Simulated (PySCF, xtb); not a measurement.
Ga(Cl)2(OMe) (CH3Cl2GaO), SMILES C[O][Ga]([Cl])[Cl]. Other conformers were not sampled.

Harmonic wavenumbers (cm⁻¹) from xtb with GFN2-xTB at its own minimum, in rising order: 66, 98, 102, 103, 150, 226, 327, 413, 441, 1039, 1123, 1124, 1401, 1463, 1466, 2912, 2955, 2958.

Q: What does PBE0-D3(BJ)/def2-SVP run with PySCF give at its own minimum? (The exact figures need the calculation; the answer reports its results.)

A: 74, 91, 103, 123, 161, 271, 400, 474, 655, 1151, 1177, 1208, 1471, 1472, 1478, 3019, 3110, 3119. Paired by order, the mean absolute difference is 67 cm⁻¹ and the zero-point energies are 26.3 and 28.0 kcal/mol.
